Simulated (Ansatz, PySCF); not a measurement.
The pair A = C2H4 (SMILES C=C) (first 6 atoms), B = CH5N (SMILES CN); geometry from B3LYP-D3(BJ)/def2-TZVP.
(charge 0, multiplicity 1):
```json
[
 {"atom": "C", "x (Å)": "-0.6430", "y (Å)": "0.2606", "z (Å)": "0.0678"},
 {"atom": "C", "x (Å)": "0.5421", "y (Å)": "-0.1998", "z (Å)": "0.4439"},
 {"atom": "H", "x (Å)": "-0.9135", "y (Å)": "0.3668", "z (Å)": "-0.9764"},
 {"atom": "H", "x (Å)": "-1.3948", "y (Å)": "0.5514", "z (Å)": "0.7920"},
 {"atom": "H", "x (Å)": "0.8122", "y (Å)": "-0.3058", "z (Å)": "1.4893"},
 {"atom": "H", "x (Å)": "1.2868", "y (Å)": "-0.4881", "z (Å)": "-0.2898"},
 {"atom": "C", "x (Å)": "-0.6216", "y (Å)": "0.3236", "z (Å)": "3.9534"},
 {"atom": "N", "x (Å)": "0.7320", "y (Å)": "-0.2317", "z (Å)": "3.9688"},
 {"atom": "H", "x (Å)": "-1.2864", "y (Å)": "-0.3698", "z (Å)": "3.4362"},
 {"atom": "H", "x (Å)": "-0.6193", "y (Å)": "1.2551", "z (Å)": "3.3855"},
 {"atom": "H", "x (Å)": "-1.0500", "y (Å)": "0.5302", "z (Å)": "4.9430"},
 {"atom": "H", "x (Å)": "0.7569", "y (Å)": "-1.1073", "z (Å)": "4.4773"},
 {"atom": "H", "x (Å)": "1.3752", "y (Å)": "0.3990", "z (Å)": "4.4317"}
]
```

Correlated levels freeze the cores.

Run with Ansatz (Gaussian basis) for Hartree–Fock, density functionals and correlated methods; PySCF for the dispersion terms. 

The monomers are drawn apart, rigid, along the line of their centres of mass. Counterpoise-corrected interaction energies (kcal/mol):

| level | R = 4.729 Å | R = 5.722 Å |
|---|---|---|
| PBE/def2-TZVPPD | -0.6778 | -0.2206 |
| PBE-D3(BJ)/def2-TZVPPD | -1.0972 | -0.3594 |
| wB97M-V/def2-TZVPPD | -0.8874 | -0.3218 |
| CCSD(T)/aug-cc-pVDZ | -0.8788 | -0.3097 |

Problem. R is the distance of the centres of mass. Find the local exponent m of E ∝ R⁻ᵐ between the two points.

Solution. 
m = ln(E₁/E₂)/ln(R₂/R₁): PBE/def2-TZVPPD 5.9; PBE-D3(BJ)/def2-TZVPPD 5.9; wB97M-V/def2-TZVPPD 5.3; CCSD(T)/aug-cc-pVDZ 5.5. For scale, two fixed dipoles give m = 3, dipole and quadrupole 4, quadrupoles 5, and dispersion or dipole-induced dipole 6 at long range; at these distances several terms mix, and what is left of overlap and damping shifts m, so it need not match one of them.

Ansatz is a program for electronic structure.
